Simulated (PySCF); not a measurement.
PySCF job for SeCl3, SMILES Cl[Se](Cl)Cl, multiplicity 2, TDA-PBE/def2-SVPD. Coordinates come from a ωB97X-D3(BJ)/def2-SVP optimisation. The spin state was assumed, not searched. The isomer is the one that the SMILES or the coordinates give; other isomers of the formula were not compared.

```python
import numpy as np
from pyscf import gto, scf, dft, tdscf

mol = gto.M(
    atom='''
    Se   -0.31670720    0.31561956    0.00000000
    Cl    0.28127508    0.58136326    2.18746525
    Cl    0.28127507    0.58136327   -2.18746525
    Cl    0.07086424   -1.79396566   -0.00000001
    ''',
    basis='def2-SVPD',
    charge=0,
    spin=1,
    max_memory=1600,
    verbose=4,
)
mf = dft.UKS(mol, xc='pbe').density_fit(auxbasis='def2-universal-jkfit')
mf.grids.level = 3
mf.conv_tol = 1e-9
mf.max_cycle = 100
mf.kernel()
fine, coarse = mf.grids, dft.Grids(mol).set(level=1).build(with_non0tab=True)
for _ in range(3):  # follow internal instabilities
    mf.grids = coarse
    mo, _, stable, _ = mf.stability(return_status=True, nroots=4)
    mf.grids = fine
    if stable:
        break
    mf.kernel(mf.make_rdm1(mo, mf.mo_occ))
mf.grids = dft.Grids(mol).set(level=1).build(with_non0tab=True)  # coarser grid for the response kernel
td = tdscf.TDA(mf)
td.nstates = 10
td.conv_tol = 1e-4
td.positive_eig_threshold = 1e-6
td.kernel(x0=td.get_init_guess(mf, 15))
td.analyze()
```

Program output:

```
PySCF version 2.14.0

[INPUT] verbose = 4
[INPUT] num. atoms = 4
[INPUT] num. electrons = 85
[INPUT] charge = 0
[INPUT] spin (= nelec alpha-beta = 2S) = 1
[INPUT] symmetry False subgroup None
[INPUT] Mole.unit = angstrom
[INPUT] Symbol           X                Y                Z      unit          X                Y                Z       unit  Magmom
[INPUT]  1 Se    -0.316707200000   0.315619560000   0.000000000000 AA   -0.598489869678   0.596434527956   0.000000000000 Bohr   0.0
[INPUT]  2 Cl     0.281275080000   0.581363260000   2.187465250000 AA    0.531532866865   1.098617340284   4.133710229503 Bohr   0.0
[INPUT]  3 Cl     0.281275070000   0.581363270000  -2.187465250000 AA    0.531532847968   1.098617359182  -4.133710229503 Bohr   0.0
[INPUT]  4 Cl     0.070864240000  -1.793965660000  -0.000000010000 AA    0.133914005625  -3.390103774275  -0.000000018897 Bohr   0.0

nuclear repulsion = 539.99898779775
number of shells = 48
number of NR pGTOs = 218
number of NR cGTOs = 122
basis = def2-SVPD
ecp = {}


[settings echo left out]
init E= -3779.92289301943
  alpha nocc = 43  HOMO = -0.212303389895901  LUMO = -0.131288752644873
  beta  nocc = 42  HOMO = -0.306841941424879  LUMO = -0.212303389895902

WARN: HOMO -0.212303389895901 >= LUMO -0.212303389895902

cycle= 1 E= -3780.43340798577  delta_E= -0.511  |g|= 0.411  |ddm|=  1.8
  alpha nocc = 43  HOMO = -0.23176122120946  LUMO = -0.205431464604026
  beta  nocc = 42  HOMO = -0.254002079351079  LUMO = -0.219004577641247
  HOMO = -0.231761221209  LUMO = -0.219004577641  gap/eV = 0.34713
cycle= 2 E= -3779.72684624282  delta_E= 0.707  |g|= 1.16  |ddm|= 1.85
  alpha nocc = 43  HOMO = -0.23264385307714  LUMO = -0.140265769139647
  beta  nocc = 42  HOMO = -0.28313339623509  LUMO = -0.207114037683895
  HOMO = -0.232643853077  LUMO = -0.207114037684  gap/eV = 0.69470
cycle= 3 E= -3780.5111796291  delta_E= -0.784  |g|= 0.14  |ddm|= 1.51
  alpha nocc = 43  HOMO = -0.2309896488811  LUMO = -0.157546982361493
  beta  nocc = 42  HOMO = -0.280410935673124  LUMO = -0.205308382419913
  HOMO = -0.230989648881  LUMO = -0.20530838242  gap/eV = 0.69882
cycle= 4 E= -3780.51735534341  delta_E= -0.00618  |g|= 0.098  |ddm|= 0.356
  alpha nocc = 43  HOMO = -0.23726074534089  LUMO = -0.155553535886167
  beta  nocc = 42  HOMO = -0.287744252039699  LUMO = -0.210965989250492
  HOMO = -0.237260745341  LUMO = -0.21096598925  gap/eV = 0.71552
cycle= 5 E= -3780.52380258867  delta_E= -0.00645  |g|= 0.0256  |ddm|= 0.165
  alpha nocc = 43  HOMO = -0.235192150157596  LUMO = -0.153531534467717
  beta  nocc = 42  HOMO = -0.286259807310062  LUMO = -0.208594122847487
  HOMO = -0.235192150158  LUMO = -0.208594122847  gap/eV = 0.72377
cycle= 6 E= -3780.52425864019  delta_E= -0.000456  |g|= 0.00326  |ddm|= 0.0327
  alpha nocc = 43  HOMO = -0.235223032874825  LUMO = -0.153109207429667
  beta  nocc = 42  HOMO = -0.286336419444198  LUMO = -0.208456769864731
  HOMO = -0.235223032875  LUMO = -0.208456769865  gap/eV = 0.72835
cycle= 7 E= -3780.52426651288  delta_E= -7.87e-06  |g|= 0.00065  |ddm|= 0.0058
  alpha nocc = 43  HOMO = -0.235271470176308  LUMO = -0.153126216650262
  beta  nocc = 42  HOMO = -0.286391613095917  LUMO = -0.208459107686823
  HOMO = -0.235271470176  LUMO = -0.208459107687  gap/eV = 0.72960
cycle= 8 E= -3780.52426676644  delta_E= -2.54e-07  |g|= 0.000239  |ddm|= 0.00141
  alpha nocc = 43  HOMO = -0.235288363778759  LUMO = -0.153147031026771
  beta  nocc = 42  HOMO = -0.286390196305275  LUMO = -0.208463524129198
  HOMO = -0.235288363779  LUMO = -0.208463524129  gap/eV = 0.72994
cycle= 9 E= -3780.52426681114  delta_E= -4.47e-08  |g|= 8.01e-05  |ddm|= 0.000419
  alpha nocc = 43  HOMO = -0.235281167974332  LUMO = -0.153144045213463
  beta  nocc = 42  HOMO = -0.28638278743136  LUMO = -0.208454411932955
  HOMO = -0.235281167974  LUMO = -0.208454411933  gap/eV = 0.72999
cycle= 10 E= -3780.52426681479  delta_E= -3.65e-09  |g|= 2.86e-05  |ddm|= 0.000145
  alpha nocc = 43  HOMO = -0.235281672790494  LUMO = -0.153141510697117
  beta  nocc = 42  HOMO = -0.286383656490887  LUMO = -0.208453655020727
  HOMO = -0.23528167279  LUMO = -0.208453655021  gap/eV = 0.73003
cycle= 11 E= -3780.52426681546  delta_E= -6.75e-10  |g|= 5.18e-06  |ddm|= 5.05e-05
  alpha nocc = 43  HOMO = -0.235282350686164  LUMO = -0.153141938788801
  beta  nocc = 42  HOMO = -0.286384576941506  LUMO = -0.20845438749667
  HOMO = -0.235282350686  LUMO = -0.208454387497  gap/eV = 0.73003
Extra cycle  E= -3780.52426681547  delta_E= -7.28e-12  |g|= 5.72e-06  |ddm|= 1.56e-05
converged SCF energy = -3780.52426681547  <S^2> = 0.75156432  2S+1 = 2.0015637
tot grids = 26280
uhf_internal: lowest eigs of H = [0.6480213  0.65176214 0.65670716 0.66163266]
<class 'pyscf.df.df_jk.DFUKS'> wavefunction is stable in the internal stability analysis
tot grids = 26280
Overwritten attributes  positive_eig_threshold  of <class 'pyscf.tdscf.uks.TDA'>


******** <class 'pyscf.tdscf.uks.TDA'> for <class 'pyscf.df.df_jk.DFUKS'> ********
nstates = 10
deg_eia_thresh = 1.000e-03
wfnsym = None
conv_tol = 0.0001
eigh lindep = 1e-12
eigh level_shift = 0
eigh max_cycle = 100


Excitation energies (eV)
[2.07335402 2.1727488  2.24711422 2.66961803 2.73712145 3.06967725
 3.25989393 3.4377766  3.51948197 3.59952884]

** Excitation energies and oscillator strengths **
Excited State   1:      2.07335 eV    597.99 nm  f=0.0002
      43a ->   44a      0.98993
      42b ->   43b      0.11881
Excited State   2:      2.17275 eV    570.63 nm  f=0.0005
      43a ->   44a     -0.11794
      42b ->   43b      0.98538
Excited State   3:      2.24711 eV    551.75 nm  f=0.0002
      41b ->   43b     -0.99487
Excited State   4:      2.66962 eV    464.43 nm  f=0.0010
      38b ->   43b      0.22630
      39b ->   43b     -0.96949
Excited State   5:      2.73712 eV    452.97 nm  f=0.0155
      41a ->   44a     -0.11768
      43a ->   45a     -0.41656
      40b ->   43b     -0.88160
Excited State   6:      3.06968 eV    403.90 nm  f=0.0084
      40a ->   44a     -0.15889
      42a ->   44a      0.23547
      38b ->   43b     -0.91180
      39b ->   43b     -0.19035
      39b ->   44b     -0.11229
      42b ->   44b      0.11694
Excited State   7:      3.25989 eV    380.33 nm  f=0.0169
      41a ->   44a      0.18843
      43a ->   45a     -0.87148
      37b ->   43b      0.21650
      40b ->   43b      0.33365
      41b ->   44b     -0.12202
      42b ->   45b      0.10302
Excited State   8:      3.43778 eV    360.65 nm  f=0.0002
      42a ->   44a     -0.71024
      42b ->   44b      0.68953
Excited State   9:      3.51948 eV    352.28 nm  f=0.0001
      41a ->   44a     -0.77167
      37b ->   43b      0.31529
      41b ->   44b     -0.54434
Excited State  10:      3.59953 eV    344.45 nm  f=0.0043
      42a ->   45a      0.11533
      43a ->   45a     -0.13888
      37b ->   43b     -0.89673
      41b ->   44b     -0.37223

** Transition electric dipole moments (AU) **
state          X           Y           Z        Dip. S.      Osc.
  1         0.0056      0.0556     -0.0000      0.0031      0.0002
  2         0.0994      0.0124     -0.0000      0.0100      0.0005
  3        -0.0000     -0.0000      0.0554      0.0031      0.0002
  4        -0.0268     -0.1185      0.0000      0.0148      0.0010
  5         0.0000      0.0000      0.4813      0.2317      0.0155
  6        -0.0951     -0.3204      0.0000      0.1117      0.0084
  7         0.0000      0.0000     -0.4597      0.2113      0.0169
  8        -0.0119     -0.0489     -0.0000      0.0025      0.0002
  9        -0.0000      0.0000     -0.0277      0.0008      0.0001
 10         0.0000      0.0000     -0.2206      0.0486      0.0043

** Transition velocity dipole moments (imaginary part, AU) **
state          X           Y           Z        Dip. S.      Osc.
  1         0.0407     -0.0172      0.0000      0.0020      0.0171
  2        -0.0233     -0.0132      0.0000      0.0007      0.0060
  3         0.0000      0.0000     -0.0064      0.0000      0.0003
  4         0.0029      0.0072     -0.0000      0.0001      0.0004
  5        -0.0000     -0.0000     -0.0469      0.0022      0.0146
  6         0.0179      0.0196     -0.0000      0.0007      0.0042
  7         0.0000     -0.0000      0.0115      0.0001      0.0007
  8         0.0011      0.0035      0.0000      0.0000      0.0001
  9         0.0000     -0.0000      0.0017      0.0000      0.0000
 10        -0.0000     -0.0000      0.0076      0.0001      0.0003

** Transition magnetic dipole moments (imaginary part, AU) **
state          X           Y           Z
  1        -0.0000      0.0000     -0.2533
  2         0.0000     -0.0000      0.3996
  3         0.4277     -0.0991     -0.0000
  4        -0.0000     -0.0000      0.2105
  5         0.0292     -0.1699     -0.0000
  6        -0.0000     -0.0000     -0.0518
  7        -0.1281     -0.0104      0.0000
  8         0.0000      0.0000     -0.0123
  9         0.0742      0.1680     -0.0000
 10        -0.0252     -0.4797      0.0000
```

The calculation finished and met its thresholds.

Cost: around 100 core-seconds (rough).
